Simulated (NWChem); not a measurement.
A series in which one site is exchanged, each optimised at PBE0/def2-SVP with NWChem, gas phase unless a solvent is named. This build's default masses of Se (78.918 u) and Br (79.917 u) are each other's, which moves their modes by up to 0.6 %. Some are not confirmed as minima by frequencies. def2 effective core potentials on I; no spin-orbit coupling.

A: [Cl][AlH][Cl] (AlHCl$_{2}$; site = Cl)
B: [I][AlH][Cl] (AlHICl; site = I)
C: [AlH2][Cl] (AlH$_{2}$Cl; site = H)
D: [Cl][AlH][Br] (AlHBrCl; site = Br)

```json
[
 {"quantity": "dipole (D), PBE0/def2-SVP", "A": "___", "B": "0.91", "C": "1.25", "D": "1.00"},
 {"quantity": "orbital gap (eV), PBE0/def2-SVP", "A": "___", "B": "6.30", "C": "6.90", "D": "7.21"},
 {"quantity": "static polarisability, CAM-B3LYP/def2-SVPD (bohr³)", "A": "___", "B": "74.4", "C": "42.1", "D": "60.2"},
 {"quantity": "lowest singlet excitation, CAM-B3LYP/def2-SVPD, TDA (eV)", "A": "___", "B": "5.22", "C": "5.53", "D": "6.05"}
]
```

**Question.** What belongs in the gaps?

**Answer.** 
- dipole (D), PBE0/def2-SVP, A: 1.09
- orbital gap (eV), PBE0/def2-SVP, A: 7.87
- static polarisability, CAM-B3LYP/def2-SVPD (bohr³), A: 52.2
- lowest singlet excitation, CAM-B3LYP/def2-SVPD, TDA (eV), A: 6.60
